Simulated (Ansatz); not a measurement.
Cost and result for the atomization energy of CH₃BO₂S, SMILES `SC1OBO1` (8 atoms, 8 bonds).

```xyz
8

S     0.1114   -0.4293    1.8892
C     0.2312    0.3097    0.2608
O    -1.0584    0.6716   -0.2115
B    -0.7605   -0.1924   -1.2525
O     0.4880   -0.5887   -0.8220
H     1.4370   -0.4358    2.1038
H     0.9343    1.1438    0.2510
H    -1.3830   -0.4787   -2.2187
```

Total charge 0; spin multiplicity 1. All single points use the PBE0-D4/def2-TZVP geometry. It is one conformer, not always the lowest. Program: Ansatz. All runs use 2 threads of an Arm Neoverse V1 on a shared host. Times are those of one run each, without the atoms' runs, and a repeat can differ threefold. Electronic energies, without spin–orbit coupling; frozen cores. CCSD(T)/CBS adds CCSD(T) − MP2 in def2-TZVPP to the MP2 limit, and its time is that of the two runs behind it. T1 = 0.015. B3LYP takes the VWN-RPA correlation (the form of Gaussian; ORCA's B3LYP/G). HSE06 is the plane-wave form, built on full-range PBE exchange.

CCSD(T)/CBS is a level of theory with its own doubt, some kJ/mol a heavy atom from the limit and from the frozen cores, so smaller differences don't rank the functionals.

```csv
level,functions,wall time,atomization (kJ/mol),difference from CCSD(T)/CBS,per bond
revPBE-D4/def2-TZVPP,208,2.6 s,3246.2,19.5,2.4
BLYP-D4/def2-TZVPP,208,3 s,3241.2,14.5,1.8
HSE06-D4/def2-TZVPP,208,4.3 s,3256.7,30.0,3.8
CAM-B3LYP-D4/def2-TZVPP,208,4.3 s,3243.1,16.4,2.0
CCSD(T)/def2-SVP,89,4.3 s,3047.8,-178.9,-22.4
B3LYP-D4/def2-TZVPP (with forces),208,6 s,3218.6,-8.1,-1.0
r2SCAN-D4/def2-TZVPP (with forces),208,7 s,3261.8,35.1,4.4
B2PLYP/def2-TZVPP,208,7 s,3195.1,-31.6,-4.0
ωB97X-V/def2-TZVPP,208,11 s,3249.0,22.3,2.8
B97M-V/def2-TZVPP,208,14 s,3249.0,22.3,2.8
MP2/def2-QZVPP,388,24 s,3303.3,76.6,9.6
CCSD(T)/def2-TZVPP,208,110 s,3131.3,-95.4,-11.9
CCSD(T)/CBS(def2),–,2.3 min,3226.7,0.0,0.0
```

At CCSD(T), def2-SVP lies −178.9 kJ/mol from the extrapolated value and def2-TZVPP −95.4 kJ/mol: correlation converges slowly with the basis, and small sets miss more of it in the bonded molecule than in its fragments. From r2SCAN to r2SCAN0 (25 % exact exchange), in def2-TZVPP and without D4, the atomization energy moves by −85.7 kJ/mol: exact exchange takes away binding that semilocal exchange gives to molecules. In def2-TZVPP, CCSD(T) changes the Hartree–Fock value by +899.6 kJ/mol (the triples alone add +69.5 kJ/mol) and MP2 by +1015.1 kJ/mol; breaking electron pairs costs correlation energy, which Hartree–Fock lacks.
